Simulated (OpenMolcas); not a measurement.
A calculation on Ta3+.

| Property | Result |
| --- | --- |
| Program | OpenMolcas 26.06 |
| Method | SS-RASPT2, IPEA 0.25 Eh, imaginary shift 0.1 Eh (closed shells correlated: 5s 5p) |
| Basis | ANO-RCC-VTZP [8s7p5d3f2g1h] |
| Scalar Hamiltonian | DKH2, point nucleus |
| Active space | 2 electrons in 9 orbitals (RAS2 5d 6s; RAS3 6p, at most 2 electrons) |
| State averaging | 2S+1 = 3 even, 15 roots; 2S+1 = 1 even, 21 roots kept (CI in the orbitals of an earlier block); 2S+1 = 3 odd, 18 roots; 2S+1 = 1 odd, 18 roots kept (CI in the orbitals of an earlier block) |
| Spin-orbit coupling | state interaction with AMFI integrals over the reference wave functions, term energies averaged over their components |

Problem. Which level of the active space comes out lowest?

Solution. 5d2 3F2, with 90 % of that term.

Problem. How high does 5d 6s 3D1 lie?

Solution. 29100 cm-1 above the lowest level.

Problem. How high does 6s2 1S0 lie?

Solution. 71520 cm-1 above the lowest level.

Problem. How high does 5d2 1G4 lie?

Solution. 19460 cm-1 above the lowest level.

Problem. The level at 10920 cm-1 has J = 2. What is it made of, and what is its g factor?

Solution. 69 % 5d2 1D2, 22 % 5d2 3P, 9 % 5d2 3F; g = 1.077, against 1.000 from Landé's formula for the pure leading term.

CASPT2 breaks the degeneracy within a term, and the mean is taken; among the terms shown or strongly mixed into the levels shown the widest spread is 580 cm-1 (5d2 1G). Terms from blocks run as CI alone lack orbitals of their own. A single d shell beside an s shell can misplace configurations of different d count against each other. Only configurations of the active space appear.
